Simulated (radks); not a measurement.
Values are calculated unless marked as measured or tabulated.
Spherical quantum dot in the effective-mass picture: electrons in a parabolic well V = omega^2 r^2 / 2 with omega = 3.12, with a point charge +1 (a donor) at the centre, all in effective atomic units (hartree* = m*/eps^2 hartree, bohr* = eps/m* bohr), one dielectric constant everywhere. Level of theory: non-relativistic Kohn-Sham, r2SCAN, spin-polarised, spherical densities, generalised Kohn-Sham scheme (a radial shooting solver with Libxc functionals). Levels are named by radial order and angular momentum (1s, 1p, 1d, 2s, ...), and open shells are averaged over m. Each electron was tried in the lowest free levels, single moves between levels near the top were tried too, and the lowest total energy was kept; such a search can miss a lower state. At N = 1 the Hartree and exchange-correlation terms need not cancel, so that row can carry a self-interaction error.

\begin{tabular}{lrrrrr}
N & open shells & 2S & E (hartree*) & addition energy mu(N+1) - mu(N) (hartree*) & rms radius (bohr*) \\ \hline
1 & 1s(up 1, down 0) & 1 & 2.51621 & 1.534 & 0.6161 \\
2 & none & 0 & 6.56634 & 4.600 & 0.6442 \\
3 & 1p(up 1, down 0) & 1 & 15.2163 & 0.8405 & 0.7469 \\
4 & 1p(up 2, down 0) & 2 & 24.7068 & 0.8796 & 0.8003 \\
5 & 1p(up 3, down 0) & 3 & 35.0768 & 1.271 & 0.8363 \\
6 & 1p(up 3, down 1) & 2 & 46.7183 & 0.7899 & 0.8663 \\
7 & 1p(up 3, down 2) & 1 & 59.1496 & 0.8234 & 0.8907 \\
8 & none & 0 & 72.4044 & 3.247 & 0.9118 \\
9 & 2s(up 1, down 0) & 1 & 88.9059 & 0.8825 & 0.9475 \\
10 & none & 0 & 106.290 & 0.8914 & 0.9776 \\
11 & 1d(up 1, down 0) & 1 & 124.565 & 0.6996 & 1.004 \\
12 & 1d(up 2, down 0) & 2 & 143.540 & 0.6682 & 1.027 \\
13 & 1d(up 4, down 0) 2s(up 1, down 0) & 5 & 163.183 & 0.7054 & 1.047 \\
14 & 1d(up 5, down 0) 2s(up 1, down 0) & 6 & 183.531 & 0.8123 & 1.066 \\
15 & 1d(up 5, down 0) & 5 & 204.692 & 0.8985 & 1.083 \\
16 & 1d(up 5, down 1) & 4 & 226.752 & 0.6596 & 1.099 \\
17 & 1d(up 5, down 2) & 3 & 249.470 & 0.6660 & 1.115 \\
18 & 1d(up 5, down 3) & 2 & 272.855 & 0.6677 & 1.129 \\
19 & 1d(up 5, down 4) & 1 & 296.908 & 0.6669 & 1.143 \\
20 & none & 0 & 321.627 & 2.951 & 1.156 \\
21 & 1f(up 1, down 0) & 1 & 349.298 & 0.6012 & 1.174 \\
22 & 1f(up 2, down 0) & 2 & 377.570 & 0.6024 & 1.190 \\
23 & 1f(up 3, down 0) & 3 & 406.445 & 0.6022 & 1.206 \\
24 & 1f(up 4, down 0) & 4 & 435.922 & 0.6011 & 1.221 \\
25 & 1f(up 5, down 0) & 5 & 466.000 & 0.5995 & 1.235 \\
26 & 1f(up 6, down 0) & 6 & 496.677 & 0.5976 & 1.248 \\
27 & 1f(up 7, down 0) & 7 & 527.952 & 0.8349 & 1.261 \\
28 & 1f(up 7, down 1) & 6 & 560.061 & 0.5720 & 1.274 \\
29 & 1f(up 7, down 2) & 5 & 592.743 & 0.5738 & 1.286 \\
30 & 1f(up 7, down 3) & 4 & 625.999 & 0.5741 & 1.297 \\
31 & 1f(up 7, down 4) & 3 & 659.828 & 0.5736 & 1.308 \\
32 & 1f(up 7, down 5) & 2 & 694.232 & 0.5725 & 1.319 \\
33 & 1f(up 7, down 6) & 1 & 729.207 & 0.5711 & 1.329 \\
34 & none & 0 & 764.754 & 0.7554 & 1.340 \\
35 & 2p(up 1, down 0) & 1 & 801.057 & 0.5687 & 1.350 \\
36 & 2p(up 2, down 0) & 2 & 837.928 & 0.5722 & 1.359 \\
37 & 2p(up 3, down 0) & 3 & 875.371 & 0.7269 & 1.369 \\
38 & 2p(up 3, down 1) & 2 & 913.541 & 0.5564 & 1.378 \\
39 & 2p(up 3, down 2) & 1 & 952.268 & 0.5599 & 1.387 \\
40 & none & 0 & 991.554 & 2.201 & 1.396 \\
41 & 1g(up 1, down 0) & 1 & 1033.04 & 0.5201 & 1.407 \\
42 & 1g(up 2, down 0) & 2 & 1075.05 & - & 1.417 \\
\end{tabular}

All shells are closed at N = 2, 8, 10, 20, 34, 40 (there: 1s2 1p6 1d10 2s2 1f14 2p6); the second difference of the energy has clear peaks (12 % above both neighbours; the first and last values, which can be the largest, are not judged, and half-filled shells can peak too) at N = 2, 5, 8, 20, 27, 34, 37, 40.
